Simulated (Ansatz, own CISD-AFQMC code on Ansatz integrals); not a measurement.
CH2N2, SMILES `N=C=N` (charge 0, multiplicity 1).

Cartesian coordinates (Å):
SMILES: N=C=N
```xyz
5

N     -1.1963     0.1245     0.0076
C     -0.0021     0.1071     0.2502
N      1.1886     0.2746     0.4494
H     -1.8459    -0.3381     0.6286
H      1.8601    -0.3916     0.0929
```
Charge 0, spin multiplicity 1.

Frozen-core energies in cc-pVDZ from Ansatz (a first-principles code) at a geometry from B3LYP-D3(BJ)/def2-TZVP; the HF reference has <S^2> = 0.00 and the T1 diagnostic is 0.018.

```
level  energy (Ha)
-----  -----------
HF      -147.91262
MP2     -148.36103
CCSD    -148.37376
```

Q: Estimate the energies of CCSD(T), CCSDT, phaseless AFQMC, CISD trial (own CISD-AFQMC code on Ansatz integrals; ±0.40 mHa) and CCSDT(Q), and give each level's difference from CCSDT(Q).

A: 
| level | energy (Ha) | difference from CCSDT(Q) (mHa) |
|---|---|---|
| MP2 | -148.36103 | 34.05 |
| CCSD | -148.37376 | 21.31 |
| CCSD(T) | -148.39271 | 2.37 |
| CCSDT | -148.39327 | 1.81 |
| phaseless AFQMC, CISD trial (own CISD-AFQMC code on Ansatz integrals; ±0.40 mHa) | -148.39477 | 0.31 |
| CCSDT(Q) | -148.39508 | 0.00 |
